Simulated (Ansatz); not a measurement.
CH$_{2}$F$_{3}$Si, SMILES `FC(F)(F)[SiH2]` radical, charge 0, multiplicity 2.

(1) Give a relaxed structure at PBE0-D4/def2-TZVP (Ansatz). (An estimate is asked.)

Results:

(1) Computed: 
Z-matrix (Å, degrees):
```
C
F 1 1.344
F 1 1.347 2 106.8
F 1 1.344 2 107.1 3 -114.1
Si 1 1.938 2 111.9 3 122.9
H 5 1.484 1 108.0 2 178.9
H 5 1.484 1 108.0 2 -58.8
```
Point group Cs.
